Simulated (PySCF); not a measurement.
Computed IR spectrum (relative IR intensity) of a molecule C2H9FSi3. The structure is a stationary point at B3LYP-D3(BJ)/def2-SVP. One conformer was computed; it need not be the lowest. These are B3LYP-D3(BJ)/def2-SVP run with PySCF values and carry that method's errors. Frequencies are harmonic and unscaled.

Lines under 2 % of the strongest are left out, and lines within 2 cm⁻¹ are merged.

ν (cm⁻¹): 628 (vw), 668 (vw), 725 (w), 748 (w), 790 (m), 815 (m), 872 (vs), 883 (m), 934 (m), 960 (m), 977 (vw), 1039 (w), 1049 (m), 1364 (vw), 1382 (vw), 2203 (m), 2210 (s), 2217 (s) (against the strongest line: vs over 80 %, s over 45 %, m over 15 %, w over 4 %, vw less)

Task: Which molecule gave these data?
A. C=C[SiH2][SiH2][SiH2]F
B. C=C([SiH3])[SiH2][SiH2]F
C. F[SiH2]C1[SiH2]C[SiH2]1
D. F[Si@H]1C[SiH2]C[SiH2]1

Result: D, F[Si@H]1C[SiH2]C[SiH2]1
